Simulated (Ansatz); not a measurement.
# Molecular dynamics, step by step

CH8Ge (SMILES C.[GeH4]), singlet, PBE0-D4/def2-SVP (Ansatz 0.2.0). Settings (timestep in fs, temperature in K; T counts 24 degrees of freedom):

```yaml
hamiltonian: {xc: pbe0, dispersion: d4}
md: {n_steps: 60, timestep: 0.75, temperature: 300, ensemble: nvt_nose_hoover, seed: 761, initial_velocities: maxwell_boltzmann}
```

Start (the SMILES describes the start alone):

```csv
atom,x (Å),y (Å),z (Å)
C1,0.2131,-0.1677,-1.9241
H2,-0.0958,0.8492,-1.6833
H3,-0.5458,-0.8698,-1.5794
H4,1.1610,-0.3858,-1.4325
H5,0.3334,-0.2645,-3.0028
Ge6,-0.2131,0.1676,1.9233
H7,-0.2630,1.5602,1.2815
H8,-0.3865,0.2997,3.4427
H9,1.1399,-0.4889,1.6198
H10,-1.3434,-0.7001,1.3547
```

| step | time (fs) | potential energy less the start (meV) | kinetic energy (meV) | T (K) |
| --- | --- | --- | --- | --- |
| 0 | 0.00 | 0.0 | 310.2 | 300 |
| 4 | 3.00 | 175.2 | 140.1 | 136 |
| 8 | 6.00 | 102.5 | 208.8 | 202 |
| 12 | 9.00 | 171.8 | 143.2 | 138 |
| 16 | 12.00 | 128.7 | 185.2 | 179 |
| 20 | 15.00 | 86.6 | 227.7 | 220 |
| 24 | 18.00 | 146.5 | 169.6 | 164 |
| 28 | 21.00 | 96.5 | 218.5 | 211 |
| 32 | 24.00 | 123.1 | 194.6 | 188 |
| 36 | 27.00 | 152.8 | 165.6 | 160 |
| 40 | 30.00 | 131.0 | 188.8 | 183 |
| 44 | 33.00 | 155.3 | 166.0 | 161 |
| 48 | 36.00 | 121.7 | 201.1 | 194 |
| 52 | 39.00 | 70.9 | 252.9 | 245 |
| 56 | 42.00 | 178.2 | 149.2 | 144 |
| 60 | 45.00 | 139.3 | 188.4 | 182 |

Step 8, positions (Å) and forces (eV/Å):

| atom | x | y | z | Fx | Fy | Fz |
| --- | --- | --- | --- | --- | --- | --- |
| C1 | 0.209 | -0.174 | -1.968 | 0.664 | 0.147 | 0.809 |
| H2 | -0.016 | 0.858 | -1.645 | -0.396 | -0.166 | -0.421 |
| H3 | -0.566 | -0.890 | -1.622 | 0.301 | 0.320 | -0.261 |
| H4 | 1.166 | -0.367 | -1.446 | -0.215 | -0.382 | -0.039 |
| H5 | 0.431 | -0.247 | -3.039 | -0.356 | 0.083 | -0.081 |
| Ge6 | -0.214 | 0.170 | 1.932 | 0.114 | -0.466 | -0.269 |
| H7 | -0.259 | 1.509 | 1.236 | -0.165 | 0.473 | -0.100 |
| H8 | -0.381 | 0.266 | 3.432 | 0.164 | 0.176 | 0.433 |
| H9 | 1.098 | -0.487 | 1.501 | 0.198 | -0.085 | 0.171 |
| H10 | -1.334 | -0.747 | 1.467 | -0.308 | -0.099 | -0.243 |

Step 16, positions (Å) and forces (eV/Å):

```tsv
atom	x	y	z	Fx	Fy	Fz
C1	0.224	-0.175	-1.995	0.734	0.444	-1.012
H2	-0.056	0.853	-1.712	-0.013	-0.144	-0.026
H3	-0.562	-0.870	-1.722	-0.461	-0.298	-0.006
H4	1.138	-0.460	-1.456	0.034	0.045	-0.026
H5	0.433	-0.206	-3.108	-0.297	-0.047	1.079
Ge6	-0.215	0.171	1.940	-0.374	-0.126	-0.231
H7	-0.305	1.569	1.182	-0.090	-0.716	0.561
H8	-0.322	0.285	3.517	0.235	0.100	-0.773
H9	1.103	-0.503	1.443	-0.246	0.170	0.340
H10	-1.395	-0.801	1.513	0.479	0.571	0.093
```

Step 48, positions (Å) and forces (eV/Å):

```csv
atom,x,y,z,Fx,Fy,Fz
C1,0.247,-0.189,-2.142,0.748,0.309,-0.043
H2,0.022,0.845,-1.758,-0.022,-0.829,-0.272
H3,-0.623,-0.879,-2.017,0.404,0.549,-0.373
H4,1.083,-0.601,-1.520,-0.453,0.269,-0.379
H5,0.630,-0.092,-3.210,-0.682,-0.298,1.084
Ge6,-0.222,0.171,1.967,0.328,-0.091,-0.008
H7,-0.483,1.487,1.300,-0.162,0.604,-0.413
H8,0.004,0.453,3.427,0.091,0.044,0.648
H9,1.043,-0.444,1.386,0.156,-0.175,-0.128
H10,-1.412,-0.738,1.811,-0.407,-0.383,-0.116
```

Last step (60):

```
atom    x (Å)    y (Å)    z (Å)
  C1   0.2755  -0.1903  -2.1793
  H2  -0.0487   0.7987  -1.8112
  H3  -0.6305  -0.7902  -2.2382
  H4   1.0406  -0.6786  -1.5668
  H5   0.5731  -0.1138  -3.2772
 Ge6  -0.2235   0.1736   1.9796
  H7  -0.5099   1.4941   1.2027
  H8   0.0233   0.4257   3.4941
  H9   0.9706  -0.4672   1.2408
 H10  -1.4114  -0.8295   1.9424
```

The run took about 39 s on 4 CPU threads of an Intel Xeon Platinum 8488C (shared host).
